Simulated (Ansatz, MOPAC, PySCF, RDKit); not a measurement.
Noncovalent pair: H2O (SMILES O) (first 3 atoms) with C4H6 (SMILES C=CC=C); geometry from B3LYP-D3(BJ)/def2-TZVP, rigid monomers moved along the line of their centres of mass till H2···C5 is 3.07 Å.
(charge 0, multiplicity 1):
```json
[
 {"atom": "O", "x (Å)": "0.0111", "y (Å)": "-0.4871", "z (Å)": "-0.1496"},
 {"atom": "H", "x (Å)": "-0.7246", "y (Å)": "-0.5760", "z (Å)": "0.4670"},
 {"atom": "H", "x (Å)": "0.7359", "y (Å)": "-0.1796", "z (Å)": "0.4067"},
 {"atom": "C", "x (Å)": "-1.6979", "y (Å)": "-0.5863", "z (Å)": "3.5252"},
 {"atom": "C", "x (Å)": "-0.7360", "y (Å)": "0.3299", "z (Å)": "3.3951"},
 {"atom": "C", "x (Å)": "0.6844", "y (Å)": "0.0328", "z (Å)": "3.4657"},
 {"atom": "C", "x (Å)": "1.6469", "y (Å)": "0.9379", "z (Å)": "3.2758"},
 {"atom": "H", "x (Å)": "-1.4622", "y (Å)": "-1.6285", "z (Å)": "3.7072"},
 {"atom": "H", "x (Å)": "-2.7450", "y (Å)": "-0.3232", "z (Å)": "3.4614"},
 {"atom": "H", "x (Å)": "-1.0043", "y (Å)": "1.3666", "z (Å)": "3.2120"},
 {"atom": "H", "x (Å)": "0.9524", "y (Å)": "-0.9989", "z (Å)": "3.6750"},
 {"atom": "H", "x (Å)": "2.6941", "y (Å)": "0.6737", "z (Å)": "3.3329"},
 {"atom": "H", "x (Å)": "1.4115", "y (Å)": "1.9745", "z (Å)": "3.0642"}
]
```

Interaction energies are E(AB) − E(A) − E(B) at the monomers' geometry in the complex; basis-set methods are counterpoise corrected. Rows marked so take none.

Frozen-core correlation. Rows in 3-21G, 6-31G* carry no dispersion term and start afresh at each structure (6-31G* with six Cartesian d functions). The state that PM6 reach isn't checked.

Programs: Ansatz (an electronic-structure program); MOPAC for PM6 (differences of heats of formation); PySCF for 3-21G rows, 6-31G* rows, the dispersion terms; RDKit for the force fields. 

| level | interaction energy (kcal/mol) |
|---|---|
| MMFF94 | -2.54 |
| PM6 | -1.46 |
| HF/3-21G (no counterpoise) | -3.29 |
| HF/6-31G* | -1.72 |
| HF/6-31G* (no counterpoise) | -2.72 |
| B3LYP/6-31G* (no counterpoise) | … |
| B3LYP-D4/def2-TZVPPD | -2.52 |
| M06-2X/6-31G* (no counterpoise) | … |
| MP2/aug-cc-pVDZ | -2.49 |

Q: Complete the blanks.

A: 
- B3LYP/6-31G* (no counterpoise), interaction energy (kcal/mol): -2.82
- M06-2X/6-31G* (no counterpoise), interaction energy (kcal/mol): -3.51
